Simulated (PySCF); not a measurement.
PySCF input (M06-2X/def2-TZVPD):

```python
from pyscf import gto, scf, dft

mol = gto.M(
    atom='''
    Si   -0.02555787    0.00397546    0.00616477
    C     1.72851112   -0.45237176   -0.46380781
    N    -0.37420800   -0.91840172    1.42258296
    N    -0.95058033   -0.18760872   -1.43820569
    N    -0.36962410    1.61651903    0.48741171
    H     2.07189938    0.14621797   -1.30941892
    H     2.41052992   -0.28313788    0.37135299
    H     1.81039452   -1.50528691   -0.74927396
    H    -1.26715312   -0.83066235    1.88247782
    H    -0.00020367   -1.84748930    1.53247333
    H    -1.93738094    0.01913174   -1.44415677
    H    -0.73055460   -0.92146402   -2.09257862
    H    -0.09483626    1.95084051    1.39628801
    H    -0.41506479    2.35686410   -0.19314661
    ''',
    basis='def2-tzvpd',
    charge=0,
    spin=0,
    verbose=4,
)

mf = dft.RKS(mol, xc='m062x').density_fit(auxbasis='def2-universal-jkfit')
mf.grids.level = 4
mf.conv_tol = 1e-9
mf.max_cycle = 100
mf.max_memory = 1500
mf.kernel()
if not mf.converged:
    mf = mf.newton()
    mf.kernel(mf.make_rdm1())
mf.analyze()
```

End of the output:

```
Extra cycle  E= -497.381637846436  delta_E= -5.46e-12  |g|= 2.13e-06  |ddm|= 1.42e-05
converged SCF energy = -497.381637846436
**** SCF Summaries ****
Total Energy =                        -497.381637846435751
Nuclear Repulsion Energy =             257.722840071749715
One-electron Energy =                -1194.994087633914887
Two-electron Energy =                  439.889609715729421
Two-electron Coulomb Energy =          490.422782655119192
DFT Exchange-Correlation Energy =      -50.533172939389779
HOMO-LUMO gap [eV] =                     8.386492379067448
**** MO energy ****
MO #1   energy= -67.0036275770199  occ= 2
MO #2   energy= -14.7062068219768  occ= 2
MO #3   energy= -14.7057751578784  occ= 2
MO #4   energy= -14.7057644385292  occ= 2
MO #5   energy= -10.4975368884155  occ= 2
MO #6   energy= -5.53742769668679  occ= 2
MO #7   energy= -3.84920449853407  occ= 2
MO #8   energy= -3.84877680430906  occ= 2
MO #9   energy= -3.84860976075309  occ= 2
MO #10  energy= -0.956696887040768 occ= 2
MO #11  energy= -0.924742020913188 occ= 2
MO #12  energy= -0.919479676125479 occ= 2
MO #13  energy= -0.771511584078731 occ= 2
MO #14  energy= -0.588004614321868 occ= 2
MO #15  energy= -0.5549290623414   occ= 2
MO #16  energy= -0.550616662051907 occ= 2
MO #17  energy= -0.537106439239177 occ= 2
MO #18  energy= -0.480099064017464 occ= 2
MO #19  energy= -0.467139000155761 occ= 2
MO #20  energy= -0.443632619355834 occ= 2
MO #21  energy= -0.44116952993649  occ= 2
MO #22  energy= -0.384221886238052 occ= 2
MO #23  energy= -0.345199942460641 occ= 2
MO #24  energy= -0.313540255422097 occ= 2
MO #25  energy= -0.302578248959507 occ= 2
MO #26  energy= 0.00561966396207225 occ= 0
MO #27  energy= 0.0413201787766992 occ= 0
MO #28  energy= 0.0473838680934715 occ= 0
MO #29  energy= 0.0486455541722962 occ= 0
MO #30  energy= 0.0733782859501259 occ= 0
MO #31  energy= 0.0753879187331986 occ= 0
MO #32  energy= 0.0807862557436189 occ= 0
MO #33  energy= 0.0999836955886862 occ= 0
MO #34  energy= 0.109721260098703  occ= 0
MO #35  energy= 0.119370938631145  occ= 0
MO #36  energy= 0.125502999198457  occ= 0
MO #37  energy= 0.136148174815002  occ= 0
MO #38  energy= 0.143217991534222  occ= 0
MO #39  energy= 0.143572260346695  occ= 0
MO #40  energy= 0.155513927075211  occ= 0
MO #41  energy= 0.164747771443906  occ= 0
MO #42  energy= 0.165746714648087  occ= 0
MO #43  energy= 0.172712582446431  occ= 0
MO #44  energy= 0.179694245892226  occ= 0
MO #45  energy= 0.183089625929008  occ= 0
MO #46  energy= 0.19511468581962   occ= 0
MO #47  energy= 0.213449124877189  occ= 0
MO #48  energy= 0.236255710935391  occ= 0
MO #49  energy= 0.239880043468316  occ= 0
MO #50  energy= 0.240308541140055  occ= 0
MO #51  energy= 0.255033015413631  occ= 0
MO #52  energy= 0.256154430169239  occ= 0
MO #53  energy= 0.266851073264234  occ= 0
MO #54  energy= 0.269262526176164  occ= 0
MO #55  energy= 0.271909829015524  occ= 0
MO #56  energy= 0.279343314421639  occ= 0
MO #57  energy= 0.281806291962076  occ= 0
MO #58  energy= 0.282386207167541  occ= 0
MO #59  energy= 0.291753183423754  occ= 0
MO #60  energy= 0.301295901104771  occ= 0
MO #61  energy= 0.304737900776148  occ= 0
MO #62  energy= 0.311410301074927  occ= 0
MO #63  energy= 0.314213607063931  occ= 0
MO #64  energy= 0.321300898969763  occ= 0
MO #65  energy= 0.328743677510552  occ= 0
MO #66  energy= 0.339758176531743  occ= 0
MO #67  energy= 0.345267823953783  occ= 0
MO #68  energy= 0.34741051326604   occ= 0
MO #69  energy= 0.354545400324493  occ= 0
MO #70  energy= 0.355506223145503  occ= 0
MO #71  energy= 0.361777205757314  occ= 0
MO #72  energy= 0.37720895032852   occ= 0
MO #73  energy= 0.378872186803945  occ= 0
MO #74  energy= 0.392927339698057  occ= 0
MO #75  energy= 0.408196345065281  occ= 0
MO #76  energy= 0.416116662765678  occ= 0
MO #77  energy= 0.418226554031969  occ= 0
MO #78  energy= 0.428067956869774  occ= 0
MO #79  energy= 0.430124931962192  occ= 0
MO #80  energy= 0.436309224086364  occ= 0
MO #81  energy= 0.441999994515339  occ= 0
MO #82  energy= 0.45342273032037   occ= 0
MO #83  energy= 0.472364592535938  occ= 0
MO #84  energy= 0.472702279786495  occ= 0
MO #85  energy= 0.477079230535631  occ= 0
MO #86  energy= 0.490219390662196  occ= 0
MO #87  energy= 0.503003776151781  occ= 0
MO #88  energy= 0.513786383369294  occ= 0
MO #89  energy= 0.522357255857874  occ= 0
MO #90  energy= 0.530069340984853  occ= 0
MO #91  energy= 0.540057678803252  occ= 0
MO #92  energy= 0.540447110576161  occ= 0
MO #93  energy= 0.553075708519629  occ= 0
MO #94  energy= 0.567429094968749  occ= 0
MO #95  energy= 0.592880553249506  occ= 0
MO #96  energy= 0.613177844540289  occ= 0
MO #97  energy= 0.618500720280268  occ= 0
MO #98  energy= 0.626057765632276  occ= 0
MO #99  energy= 0.660289231118891  occ= 0
MO #100 energy= 0.661591116341126  occ= 0
MO #101 energy= 0.665484324290547  occ= 0
MO #102 energy= 0.679827863870567  occ= 0
MO #103 energy= 0.701779731131938  occ= 0
MO #104 energy= 0.710465385030827  occ= 0
MO #105 energy= 0.72441181887184   occ= 0
MO #106 energy= 0.747316694274512  occ= 0
MO #107 energy= 0.755175738500984  occ= 0
[...]
```
